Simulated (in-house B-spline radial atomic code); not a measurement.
# Response and correlation of Tc41+

Closed shell 1s2. Computed with a B-spline radial code for spherical atoms: Dirac-Hartree-Fock, relativistic RPA (time-dependent Dirac-Hartree-Fock) for the response and second-order many-body perturbation theory for correlation, no-pair Dirac-Coulomb Hamiltonian, finite nucleus.

Command:
```bash
python run_mb.py task.json out
```
Settings (nuclear radius in fm, box in bohr, cutoff in hartree):
```
basis_form          2
Z                   43
core_configuration  1s2
rms_radius          4.41117
mass_number         97
speed_of_light      137.036
box_radius          2.263
lmax                7
intervals           56
virtual_cutoff      46225.0
```

Cost of the run: 0.2 s on 1 thread of Intel(R) Xeon(R) Platinum 8259CL CPU @ 2.50GHz (shared host).

| multipole (bohr³, bohr⁵, bohr⁷) | uncoupled | coupled RPA |
| --- | --- | --- |
| dipole | 2.4223e-06 | ? |
| quadrupole | 4.3215e-09 | 4.3658e-09 |
| octupole | 2.0475e-11 | 2.0628e-11 |

Problem. What is the coupled dipole polarisability?

Solution. 2.4532e-06 atomic units, +1 % against the uncoupled value.

Problem. Which subshells carry the dipole polarisability?

Solution. 1s1/2 100.0 %.

Problem. What does the dipole shielding factor come to?

Solution. The dipole shielding factor is 0.047, against the exact N/Z = 2/43 = 0.047 of the non-relativistic theorem.

Dipole polarisability at imaginary frequency:

```csv
u (Eh),α(iu) (bohr³)
0,2.453e-06
5.44,2.453e-06
13.6,2.452e-06
27.2,2.45e-06
40.8,2.446e-06
54.4,2.441e-06
81.7,2.425e-06
109,2.404e-06
136,2.378e-06
191,2.31e-06
272,2.181e-06
408,1.921e-06
544,1.651e-06
817,1.189e-06
1360,6.455e-07
2720,2.136e-07
```

Problem. What dispersion coefficients follow for two such ions (the dispersion part alone)?

Solution. C6 = (3/π)∫α(iu)²du = 3.592e-09 hartree·bohr⁶ and C8 = 3.66e-11 hartree·bohr⁸.

Lowest J = 1 odd-parity excitations:

```csv
energy (eV),oscillator strength,leading channel,weight
18848,0.182,1s1/2 → p1/2,0.989
19018,0.59,1s1/2 → p3/2,0.989
22315,0.0347,1s1/2 → p1/2,0.99
22365,0.115,1s1/2 → p3/2,0.99
```

Second-order correlation energy by the highest angular momentum of the excited pair (hartree): s -0.0156, p -0.02544, d -0.003573, f -0.0009468, g -0.0003474, h -0.0001496, i -7.421e-05, k -4.136e-05.

Problem. What is the second-order correlation energy at the partial-wave limit?

Solution. The listed waves sum to -0.046174 hartree; extrapolating the increments as (l + 1/2)⁻⁴ gives -0.046259 hartree, -0.629 eV per electron.
